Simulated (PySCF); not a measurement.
# O²⁺: excitation energy

O²⁺ [He] 2s2 2p2 (3P) → O²⁺ [He] 2s1 2p2 3d1 (high-spin determinant), as a difference of total energies. All numbers are calculated (PySCF 2.14, the spin-free X2C one-electron Hamiltonian (Gaussian nucleus), in dyall-acv3z (15s9p4d2f, 76 functions)). Correlated levels: valence: 1s2 frozen; virtual orbitals above 40 to 60 times the deepest correlated orbital energy dropped. The calculations carry no spin-orbit coupling.

```csv
method,excitation energy (cm⁻¹)
UHF,387070
MP2 (valence),399850
SCS-MP2 (valence),403800
CCSD (valence),402110
CCSD(T) (valence),401770
```

A first-order spin-orbit estimate (lowest level to lowest level, LS coupling) adds 0.006 eV.

The promoted electron is Rydberg-like, and one or two diffuse shells describe it only roughly, which tends to raise the upper state.

The coupled-cluster amplitudes are large for the upper state (T1 above 0.03 or a double amplitude above 0.15), so a single reference is strained.

The determinant of the upper state mixes LS terms, which raises its energy above the lowest term, most at the Hartree-Fock and MP2 levels.
